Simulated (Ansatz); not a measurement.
MoO₂Cl, SMILES [Mo+](=[O])([Cl])=[O], charge +1, multiplicity 1.

Geometry: PBE-D3(BJ)/def2-SVP. The spin state was assumed, not searched. The isomer is the one that the SMILES or the coordinates give; other isomers of the formula were not compared. The def2 effective core potentials stand for the cores of Mo; spin–orbit coupling is left out.

Two levels are set side by side: PBE/def2-SVPD (Ansatz, a quantum-chemistry and plane-wave program) and ωB97X-V/def2-SVPD (Ansatz). Energy differences of separate SCF runs at the same geometry; the states with an electron removed or added have multiplicity 2 and 2. Differences are taken from unrounded values.

```tsv
quantity	ωB97X-V	PBE	PBE minus ωB97X-V
vertical ionisation energy (eV)	18.08	17.75	-0.33
vertical electron affinity (eV)	9.34	8.81	-0.53
vertical singlet–triplet gap (eV)	2.34	2.51	0.17
```
